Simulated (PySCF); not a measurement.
C2H5S, doublet, at a GFN2-xTB geometry; PySCF with DF-R2SCAN/6-311+G(2d,p).

Input for PySCF:
```python
from pyscf import gto, scf, dft

mol = gto.Mole()
mol.atom = '''
    C     1.411992    0.003199   -0.335534
    S    -0.012534   -0.279915    0.552163
    C    -1.256345    0.399249   -0.588615
    H     2.315920   -0.359744    0.109189
    H     1.446097    0.845052   -0.998910
    H    -1.063845    1.457160   -0.740541
    H    -1.203270   -0.136655   -1.531408
    H    -2.228242    0.258143   -0.128046
'''
mol.basis = '6-311+g(2d,p)'
mol.charge = 0
mol.spin = 1
mol.verbose = 4
mol.build()

mf = dft.UKS(mol)
mf.xc = 'r2scan'
mf = mf.density_fit(auxbasis='def2-universal-jkfit')
mf.kernel()
```

**Question.** Write the output that PySCF gives for this input, abridged.

**Answer.** 
```
PySCF version 2.14.0

[INPUT] verbose = 4
[INPUT] num. atoms = 8
[INPUT] num. electrons = 33
[INPUT] charge = 0
[INPUT] spin (= nelec alpha-beta = 2S) = 1
[INPUT] symmetry False subgroup None
[INPUT] Mole.unit = angstrom
[INPUT] Symbol           X                Y                Z      unit          X                Y                Z       unit  Magmom
[INPUT]  1 C      1.411992000000   0.003199000000  -0.335534000000 AA    2.668278170077   0.006045233872  -0.634067365480 Bohr   0.0
[INPUT]  2 S     -0.012534000000  -0.279915000000   0.552163000000 AA   -0.023685827245  -0.528962688158   1.043436846118 Bohr   0.0
[INPUT]  3 C     -1.256345000000   0.399249000000  -0.588615000000 AA   -2.374147967967   0.754471265506  -1.112321142811 Bohr   0.0
[INPUT]  4 H      2.315920000000  -0.359744000000   0.109189000000 AA    4.376454526403  -0.679817634956   0.206337305815 Bohr   0.0
[INPUT]  5 H      1.446097000000   0.845052000000  -0.998910000000 AA    2.732727279555   1.596916841016  -1.887666323089 Bohr   0.0
[INPUT]  6 H     -1.063845000000   1.457160000000  -0.740541000000 AA   -2.010375688988   2.753633319671  -1.399419674012 Bohr   0.0
[INPUT]  7 H     -1.203270000000  -0.136655000000  -1.531408000000 AA   -2.273850753905  -0.258240523552  -2.893941704968 Bohr   0.0
[INPUT]  8 H     -2.228242000000   0.258143000000  -0.128046000000 AA   -4.210767119253   0.487819570974  -0.241971871346 Bohr   0.0

nuclear repulsion = 104.340118509851
number of shells = 57
number of NR pGTOs = 174
number of NR cGTOs = 119
basis = 6-311+g(2d,p)
ecp = {}

******** <class 'pyscf.df.df_jk.DFUKS'> ********
method = DFUKS
initial guess = minao
damping factor = 0
level_shift factor = 0
DIIS = <class 'pyscf.scf.diis.CDIIS'>
diis_start_cycle = 1
diis_space = 8
diis_damp = 0
SCF conv_tol = 1e-09
SCF conv_tol_grad = None
SCF max_cycles = 50
direct_scf = False
number electrons alpha = 17  beta = 16
XC library pyscf.dft.libxc version 7.1.2
    S. Lehtola, C. Steigemann, M. J. T. Oliveira, and M. A. L. Marques,  SoftwareX 7, 1–5 (2018)
XC functionals = r2scan
    J. W. Furness, A. D. Kaplan, J. Ning, J. P. Perdew, and J. Sun,  J. Phys. Chem. Lett. 11, 8208–8215 (2020)
    J. W. Furness, A. D. Kaplan, J. Ning, J. P. Perdew, and J. Sun,  J. Phys. Chem. Lett. 11, 9248–9248 (2020)
    J. W. Furness, A. D. Kaplan, J. Ning, J. P. Perdew, and J. Sun,  J. Phys. Chem. Lett. 11, 8208–8215 (2020)
    J. W. Furness, A. D. Kaplan, J. Ning, J. P. Perdew, and J. Sun,  J. Phys. Chem. Lett. 11, 9248–9248 (2020)
radial grids:
    Treutler-Ahlrichs [JCP 102, 346 (1995); DOI:10.1063/1.469408] (M4) radial grids

becke partition: Becke, JCP 88, 2547 (1988); DOI:10.1063/1.454033
pruning grids: <function nwchem_prune>
grids dens level: 3
symmetrized grids: False
atomic radii adjust function: <function treutler_atomic_radii_adjust>
small_rho_cutoff = 0
Set gradient conv threshold to 3.16228e-05
tot grids = 96160
init E= -477.354327937594

cycle= 1 E= -477.27049279024  delta_E= 0.0838  |g|= 0.272  |ddm|= 1.54
cycle= 2 E= -477.216939589774  delta_E= 0.0536  |g|= 0.409  |ddm|= 0.55
cycle= 3 E= -477.308108577593  delta_E= -0.0912  |g|= 0.0598  |ddm|= 0.394
cycle= 4 E= -477.309903557434  delta_E= -0.00179  |g|= 0.0363  |ddm|= 0.0967
cycle= 5 E= -477.310602155274  delta_E= -0.000699  |g|= 0.011  |ddm|= 0.0376
cycle= 6 E= -477.310671101506  delta_E= -6.89e-05  |g|= 0.00549  |ddm|= 0.0168
cycle= 7 E= -477.310691381729  delta_E= -2.03e-05  |g|= 0.00153  |ddm|= 0.0083
cycle= 8 E= -477.310692953236  delta_E= -1.57e-06  |g|= 0.000491  |ddm|= 0.00256
cycle= 9 E= -477.310693144225  delta_E= -1.91e-07  |g|= 0.000124  |ddm|= 0.000917
cycle= 10 E= -477.310693157248  delta_E= -1.3e-08  |g|= 4.52e-05  |ddm|= 0.000317
cycle= 11 E= -477.310693158703  delta_E= -1.46e-09  |g|= 1.16e-05  |ddm|= 9.2e-05
cycle= 12 E= -477.310693158773  delta_E= -6.91e-11  |g|= 8.34e-06  |ddm|= 2.28e-05
Extra cycle  E= -477.310693158709  delta_E= 6.38e-11  |g|= 1.35e-05  |ddm|= 2.14e-05
converged SCF energy = -477.310693158709  <S^2> = 0.75756465  2S+1 = 2.0075504
```
